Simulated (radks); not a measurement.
Effect of the nuclear size on the manganese ion Mn+, [Ar] 3d5 4s1. Calculated with a radial shooting solver on a logarithmic mesh with Libxc functionals: Dirac Kohn-Sham, relativistic LDA (MacDonald-Vosko exchange, VWN5 correlation), spin-unpolarised, spherical densities, finite nucleus; open shells fill j = l - 1/2 first; Fermi nuclear charge, rms radius 3.7057 fm. The rms radius is varied about that value; shifts are against it.

rms radius (fm),total energy shift (eV),density at nucleus (e/bohr^3),1s1/2 shift (meV),2s1/2 shift (meV),3s1/2 shift (meV)
3.1461,-0.0253,1.312e+04,-10.7,-0.949,-0.135
3.4982,-0.00985,1.307e+04,-4.16,-0.369,-0.052
3.7057,0,1.304e+04,0.000,0.000,0.000
3.8947,0.00944,1.301e+04,3.99,0.354,0.050
4.1467,0.0227,1.298e+04,9.61,0.853,0.121

Slopes of the eigenvalues against <r^2> in GHz/fm^2, as finite differences over the two radii next to the reference (eigenvalue slopes, not the field-shift constants of lines): 1s1/2 673, 2s1/2 59.7, 3s1/2 8.48.
